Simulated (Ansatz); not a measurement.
Ligand exchange: InH2(OH) + C3H9BS → InH2(SH) + C3H9BO

Species: InH2(OH), singlet; C3H9BS `CC(C)BS`, singlet; InH2(SH), singlet; C3H9BO `CC(C)BO`, singlet. The partners trade OH for SH: In–OH and B–SH bonds give way to In–SH and B–OH.

Shapes, held fixed at every level: PBE0-D4/def2-TZVP. Flexible molecules stand in one conformer, not always the lowest. Programs: Ansatz 0.2.0. The zero-point and thermal change to 298 K, harmonic and unscaled (PBE0-D4/def2-TZVP), is +3.4 kJ/mol.

| level | kind | ΔH(298 K) (kJ/mol) | less CCSD(T)/def2-TZVPP |
| --- | --- | --- | --- |
| HF/def2-SVP | Hartree–Fock | -139.2 | -36.9 |
| SPW92/def2-TZVPP | LDA | -104.8 | -2.5 |
| PBE-D4/def2-TZVPP | GGA | -96.0 | +6.3 |
| BHLYP-D4/def2-TZVPP | global hybrid | -113.2 | -10.9 |
| PBE0-D4/def2-TZVPP | global hybrid | -105.1 | -2.8 |
| MP2/def2-TZVPP | perturbation theory | -100.2 | +2.1 |
| CCSD/def2-TZVPP | coupled cluster or CI | -106.2 | -3.9 |
| CCSD(T)/def2-TZVPP | coupled cluster or CI | -102.3 | 0.0 |

The highest level, CCSD(T)/def2-TZVPP, gives ΔH(298 K) = -102.3 kJ/mol; the levels span -139.2 to -96.0. The column of differences is taken from that level and isn't an error. No measured value is set beside it here. For atoms past krypton def2 sets carry core potentials with scalar relativity. Outer-core shells of In are correlated in most correlated rows, in sets that cover them unevenly.
